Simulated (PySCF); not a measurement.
Gas-phase reaction: GeH₂F₂ + H + CHF₂ = GeF₄ + CH₄

Method: PySCF energies plus ideal-gas RRHO corrections (1 bar). † marks an energy on the PBE0/def2-TZVP geometry and frequencies; other levels use their own. 6-31G* has spherical d functions here. Open shells (unrestricted): H (multiplicity 2), CHF₂ (multiplicity 2); the rest are closed-shell singlets. Ge: all electrons, no relativistic terms. GeH₂F₂, CHF₂: computed as isolated molecules; such fragments, hydroxides, amides, oligomers or adducts are transient or little studied in the gas. The harmonic model lacks anharmonicity and excited electronic states, which grow with temperature; levels with a mode under 35 cm⁻¹ are left out.

```
level               ΔE electronic, kJ  ΔH°(298 K), kJ  ΔS°(298 K), J/K  ΔG°(800 K), kJ
------------------  -----------------  --------------  ---------------  --------------
HF/6-31G*                        -599            -561             -160            -430
HF/def2-TZVP†                    -612            -575             -159            -446
PBE/def2-SVP                     -647            -612             -157            -484
PBE/def2-TZVP†                   -671            -634             -159            -505
PBE0/def2-QZVP†                  -684            -648             -159            -518
LDA/def2-TZVP†                   -704            -667             -159            -538
ωB97M-V/def2-TZVP†               -707            -670             -159            -541
```
ΔH° is lowest at ωB97M-V/def2-TZVP† and highest at HF/6-31G*. No reference value is set beside these.
